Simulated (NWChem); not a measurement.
System: GaN₂H₄F; SMILES [Ga]([NH2])([F])[NH2]

The following NWChem deck was run.

```
start job
memory heap 200 mb stack 900 mb global 1100 mb
geometry units angstroms
  Ga    -0.065612    -0.008681     0.008529
  F      1.657704     0.217969    -0.216198
  N     -0.530131    -0.934505     1.528568
  H     -1.403934    -0.677984     1.974382
  H      0.200713    -0.962442     2.234003
  N     -1.117944     0.717887    -1.313658
  H     -1.981042     0.233074    -1.532979
  H     -0.620528     0.907263    -2.179259
end
basis spherical
  * library def2-svp
end
dft
  xc xpbe96 cpbe96
  disp vdw 4
  iterations 150
end
driver
  maxiter 120
end
task dft optimize
task dft freq
```

Parts of the log:

```
             Northwest Computational Chemistry Package (NWChem) 7.3.0
             --------------------------------------------------------

 C2  symmetry detected

                             Geometry "geometry" -> ""
                             -------------------------

 Output coordinates in angstroms (scale by  1.889725989 to convert to a.u.)

  No.       Tag          Charge          X              Y              Z
 ---- ---------------- ---------- -------------- -------------- --------------
    1 Ga                  31.0000     0.00000000     0.00000000    -0.02366765
    2 F                    9.0000     0.00000000     0.00000000     1.72895621
    3 N                    7.0000    -1.66895507    -0.05596387    -0.79497907
    4 H                    1.0000    -1.78394752     0.42859836    -1.67818932
    5 H                    1.0000    -2.42142500     0.22018085    -0.17041156
    6 N                    7.0000     1.66895507     0.05596387    -0.79497907
    7 H                    1.0000     1.78394752    -0.42859836    -1.67818932
    8 H                    1.0000     2.42142500    -0.22018085    -0.17041156

 Effective nuclear repulsion energy (a.u.)     290.7722930202

      Symmetry information
      --------------------

 Group name             C2
 Group number              4
 Group order               2
 No. of unique centers     5

                                Z-matrix (autoz)
                                --------

 Units are Angstrom for bonds and degrees for angles

[...]

      ----------------------
      Optimization converged
      ----------------------

  Step       Energy      Delta E   Gmax     Grms     Xrms     Xmax
  ---- ---------------- -------- -------- -------- -------- --------
@    8   -2135.76098316 -1.1D-06  0.00007  0.00004  0.00061  0.00123
                                     ok       ok       ok       ok

                                Z-matrix (autoz)
                                --------

 Units are Angstrom for bonds and degrees for angles

[...]

 Rotational Constants
 --------------------
 A=   0.200755 cm-1  (  0.288836 K)
 B=   0.179418 cm-1  (  0.258136 K)
 C=   0.095159 cm-1  (  0.136909 K)

 Temperature                      =   298.15K
 frequency scaling parameter      =   1.0000

 Zero-Point correction to Energy  =   32.022 kcal/mol  (  0.051030 au)
 Thermal correction to Energy     =   36.348 kcal/mol  (  0.057924 au)
 Thermal correction to Enthalpy   =   36.940 kcal/mol  (  0.058868 au)

 Total Entropy                    =   79.087 cal/mol-K
   - Translational                =   40.242 cal/mol-K (mol. weight = 119.9615)
   - Rotational                   =   24.269 cal/mol-K (symmetry #  =        2)
   - Vibrational                  =   14.576 cal/mol-K

 Cv (constant volume heat capacity) =   22.408 cal/mol-K
   - Translational                  =    2.979 cal/mol-K
   - Rotational                     =    2.979 cal/mol-K
   - Vibrational                    =   16.449 cal/mol-K

[normal modes left out]

 ----------------------------------------------------------------------------
 Normal Eigenvalue ||           Projected Infra Red Intensities
  Mode   [cm**-1]  || [atomic units] [(debye/angs)**2] [(KM/mol)] [arbitrary]
 ------ ---------- || -------------- ----------------- ---------- -----------
    1       -0.000 ||    0.000119           0.003         0.116       0.039
    2       -0.000 ||    0.000480           0.011         0.468       0.156
    3       -0.000 ||    0.000648           0.015         0.632       0.210
    4       -0.000 ||    0.002503           0.058         2.440       0.813
    5        0.000 ||    0.001530           0.035         1.491       0.497
    6        0.000 ||    0.000027           0.001         0.027       0.009
    7      150.145 ||    0.002125           0.049         2.072       0.690
    8      174.888 ||    0.012204           0.282        11.897       3.963
    9      183.422 ||    0.017467           0.403        17.028       5.673
   10      225.683 ||    0.039057           0.901        38.075      12.684
   11      289.054 ||    0.083622           1.929        81.519      27.157
   12      339.502 ||    0.237702           5.484       231.724      77.197
   13      355.153 ||    0.015728           0.363        15.332       5.108
   14      636.182 ||    0.007733           0.178         7.539       2.511
   15      690.791 ||    0.048353           1.116        47.137      15.703
   16      722.526 ||    0.035198           0.812        34.312      11.431
   17      739.552 ||    0.052133           1.203        50.822      16.931
   18      799.145 ||    0.064512           1.488        62.890      20.951
   19     1472.501 ||    0.028043           0.647        27.338       9.107
   20     1476.930 ||    0.005235           0.121         5.103       1.700
   21     3486.384 ||    0.034505           0.796        33.637      11.206
   22     3486.512 ||    0.002764           0.064         2.694       0.898
   23     3590.860 ||    0.037985           0.876        37.030      12.336
   24     3591.219 ||    0.009329           0.215         9.094       3.030
 ----------------------------------------------------------------------------
```

Level: PBE-D3(BJ)/def2-SVP.
